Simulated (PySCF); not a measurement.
## Basis and Hamiltonian dependence of the ionisation energy of Zn⁺

Zn⁺ [Ar] 3d10 4s1 (2S) → Zn²⁺ [Ar] 3d10 (1S). Calculated with PySCF 2.14 from differences of total energies of unrestricted determinants, without spin-orbit coupling. Values in eV.

```csv
basis,Hamiltonian,functions,UHF,r2SCAN,PBE0,MP2 (valence),CCSD(T) (valence),CCSD(T) (valence and next inner shell)
def2-SVP,non-relativistic,31,16.432,n/a,n/a,16.785,16.777,n/a
x2c-SVPall,spin-free X2C,36,16.838,n/a,n/a,17.287,17.272,n/a
Sapporo-DKH3-DZP-2012,spin-free X2C,40,17.001,n/a,18.371,17.769,17.721,n/a
def2-TZVP,non-relativistic,48,16.589,18.202,18.006,17.263,17.219,n/a
x2c-TZVPall,spin-free X2C,48,16.877,n/a,n/a,17.616,17.580,n/a
pcseg-2,non-relativistic,56,16.576,18.184,n/a,17.502,n/a,n/a
x2c-TZVPPall,spin-free X2C,64,16.877,18.564,18.356,17.785,17.737,17.768
cc-pVTZ-DK,spin-free X2C,68,16.858,18.527,18.330,17.765,n/a,n/a
dyall-av2z,non-relativistic,101,16.587,18.203,18.007,17.447,17.438,n/a
x2c-QZVPPall,spin-free X2C,108,16.857,18.535,18.329,17.902,n/a,n/a
"aug-cc-pVTZ-PP with one added diffuse shell each of s, p, d, f, g type with ECP10MDF",ECP,113,16.851,18.556,18.289,17.900,n/a,n/a
aug-cc-pVQZ-PP with ECP10MDF,ECP,135,16.851,18.557,18.286,17.920,n/a,n/a
aug-cc-pVQZ-DK,spin-free X2C,140,16.856,18.534,18.331,17.939,n/a,n/a
aug-cc-pV5Z-PP with ECP10MDF,ECP,197,16.859,n/a,n/a,17.943,n/a,n/a
```

Extrapolation of MP2 (valence) from aug-cc-pVQZ-PP with ECP10MDF and aug-cc-pV5Z-PP with ECP10MDF: the correlation parts are 1.069 and 1.084 eV; with the X⁻³ form and unrounded values, (5³ × 1.084 − 4³ × 1.069)/(5³ − 4³) = 1.099 eV, and adding the Hartree-Fock value 16.859 eV of the larger basis gives 17.958 eV.

Frozen in the all-electron rows: valence: [Ar]; valence and next inner shell: [Ne]; with a core potential, the same shells as far as they lie outside it.

Non-relativistic rows lack the scalar-relativistic shift.

Reference for a calculation without spin-orbit coupling: 17.964 eV (measured, between term centres; NIST).
